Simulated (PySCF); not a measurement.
C4H4BNO.

```xyz
11

C      2.6206    -0.4111    -0.4274
C      1.4929    -0.5193     0.0050
C      0.1404    -0.5716     0.5178
N     -0.8845    -1.2706    -0.3508
C     -1.7973    -0.3540    -0.3403
B     -0.8317     0.6889     0.2913
O     -0.6923     2.0164     0.2539
H      3.6215    -0.3398    -0.8110
H      0.1212    -1.0248     1.5223
H     -2.7713    -0.4924    -0.8262
H      0.1772     2.3115     0.5521
```
Charge 0, spin multiplicity 1.

The structure is a stationary point at PBE0-D3(BJ)/def2-SVP. The structure was generated by enumeration; whether it is a known compound was not checked. The values are those of a single conformer.

The numbers are results of PBE0/pcSseg-1 in PySCF, not measurements. Non-relativistic, no solvent.

Computed absolute GIAO shielding of each atom: isotropic value and principal components (ppm):
```json
[
 {"atom": "C1", "σ(iso)": "103.2", "σ11": "33.1", "σ22": "42.6", "σ33": "233.9", "span": "200.8"},
 {"atom": "C2", "σ(iso)": "99.8", "σ11": "-1.5", "σ22": "5.4", "σ33": "295.4", "span": "296.9"},
 {"atom": "C3", "σ(iso)": "124.0", "σ11": "92.8", "σ22": "116.8", "σ33": "162.3", "span": "69.5"},
 {"atom": "N4", "σ(iso)": "-263.8", "σ11": "-802.6", "σ22": "-214.8", "σ33": "226.1", "span": "1028.7"},
 {"atom": "C5", "σ(iso)": "-22.3", "σ11": "-148.9", "σ22": "-29.3", "σ33": "111.4", "span": "260.2"},
 {"atom": "B6", "σ(iso)": "69.4", "σ11": "47.2", "σ22": "57.6", "σ33": "103.4", "span": "56.2"},
 {"atom": "O7", "σ(iso)": "192.9", "σ11": "82.2", "σ22": "194.3", "σ33": "302.3", "span": "220.1"},
 {"atom": "H8", "σ(iso)": "28.9", "σ11": "24.3", "σ22": "24.6", "σ33": "37.7", "span": "13.4"},
 {"atom": "H9", "σ(iso)": "27.0", "σ11": "23.8", "σ22": "26.5", "σ33": "30.7", "span": "6.9"},
 {"atom": "H10", "σ(iso)": "22.1", "σ11": "18.1", "σ22": "23.8", "σ33": "24.3", "span": "6.2"},
 {"atom": "H11", "σ(iso)": "26.4", "σ11": "20.9", "σ22": "24.7", "σ33": "33.6", "span": "12.6"}
]
```
